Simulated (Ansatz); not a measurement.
Consider the redistribution: `NC([SiH3])[SiH2]O` + `COC[SiH2]O` → `O[SiH2]C[SiH2]O` + `COC(N)[SiH3]`.

Isolated molecules relaxed with PBE0-D4/def2-TZVP in Ansatz; ΔE leaves out vibrations. CCSD(T)/CBS is the MP2 limit (def2-TZVPP, def2-QZVPP) plus CCSD(T) − MP2 in def2-TZVPP, frozen cores. One conformer a species, not always the lowest.

```tsv
level	ΔE (eV)
SCS-MP2/def2-TZVPP	-0.70
HF/CBS(def2)	-0.72
```

Task: What does CCSD(T)/CBS give? (An estimate is asked.)

Result: The calculation gave: -0.71 eV. The listed levels differ from it by 0.01, -0.01 eV.

Largest T1 diagnostic among the species: 0.012.
